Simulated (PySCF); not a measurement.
A side-by-side comparison of computed properties.

First species: C6H11NO.
Structure used (GFN2-xTB), in Å, numbered top down from 1:
```xyz
19
C6H11NO angstrom
C     -3.1117   -0.4494   -0.3307
C     -1.8778    0.4258   -0.1940
O     -0.7598   -0.4181    0.0030
C      0.4642    0.2655    0.1636
C      0.8519    0.9617   -1.0566
N      1.1410    1.4959   -2.0251
C      1.5414   -0.7621    0.5410
C      2.8715   -0.0989    0.8717
H     -3.2451   -1.0451    0.5681
H     -3.9903    0.1704   -0.4844
H     -2.9933   -1.1205   -1.1765
H     -1.9816    1.1086    0.6654
H     -1.7384    1.0366   -1.0984
H      0.3741    1.0274    0.9630
H      1.6578   -1.4571   -0.2924
H      1.1698   -1.3257    1.3981
H      2.7671    0.5736    1.7213
H      3.2368    0.4747    0.0221
H      3.6124   -0.8540    1.1215
```

Second species: C6H11NO.
InChI=1S/C6H11NO/c1-4-6(8)7(3)5-2/h4H,1,5H2,2-3H3

Levels: PBE0/def2-SVPD for dipole moment, HOMO energy, LUMO energy, HOMO–LUMO gap, static isotropic polarisability and electronic spatial extent ⟨r²⟩ about the centre of nuclear charge; TDDFT PBE0/def2-SVPD for lowest singlet excitation; TDA PBE0/def2-SVPD for lowest triplet excitation (Tamm–Dancoff); GFN2-xTB for rotational constant A and rotational constant C. Geometries: GFN2-xTB. Each species is one conformer at its optimised geometry, gas phase, non-relativistic unless stated. Electronic properties by PySCF.

Dipoles, sizes and rotational constants follow the conformer. The torsions of the flexible species, by atom-mapped SMILES:
- `[CH3:1][CH2:2][O:3][C@H:4]([C:5]#[N:6])[CH2:7][CH3:8]`: C1–C2–O3–C4 -179°, C2–O3–C4–C5 -66°, O3–C4–C7–C8 -174°
- `[CH2:1]=[CH:2][C:3](=[O:4])[N:5]([CH3:6])[CH2:7][CH3:8]`: C1–C2–C3–O4 23°, C2–C3–N5–C6 178°, C3–N5–C7–C8 72°

```
                                                         property    column X    column Y
                                                    dipole moment      3.28 D      3.82 D
                                                      HOMO energy    -8.25 eV    -6.94 eV
                                                      LUMO energy     0.26 eV    -0.95 eV
                                                    HOMO–LUMO gap     8.51 eV     5.99 eV
                                        lowest singlet excitation     7.04 eV     4.59 eV
                         lowest triplet excitation (Tamm–Dancoff)     6.35 eV     3.87 eV
                                  static isotropic polarisability     81.0 au     85.8 au
electronic spatial extent ⟨r²⟩ about the centre of nuclear charge  1293 bohr²  1074 bohr²
                                            rotational constant A   3.313 GHz   2.727 GHz
                                            rotational constant C   0.933 GHz   1.173 GHz
```

**Question.** Which column belongs to which species?

**Answer.** Column X is the first species and column Y the second. The first has 19 atoms and 62 electrons, the second 19 and 62.

**Question.** How does each property change from the first species to the second?

**Answer.** dipole moment +0.54 D; HOMO energy +1.31 eV; LUMO energy -1.21 eV; HOMO–LUMO gap -2.52 eV; lowest singlet excitation -2.45 eV; lowest triplet excitation (Tamm–Dancoff) -2.48 eV; static isotropic polarisability +4.8 au; electronic spatial extent ⟨r²⟩ about the centre of nuclear charge -219 bohr²; rotational constant A -0.586 GHz; rotational constant C +0.240 GHz.

On the first: No computed singlet falls in the visible range (750 to 380 nm, 1.65 to 3.26 eV); S1 lies 3.78 eV above its blue end. In atomic units the dipole is 1.29 e·bohr (1 au = 2.5417 D).

On the second: S1 lies 1.40 eV below the HOMO–LUMO gap; its leading configuration is HOMO−1→LUMO, weight 0.91. A dipole of 3.82 D is allowed in C1, and pure rotational transitions are dipole-allowed.
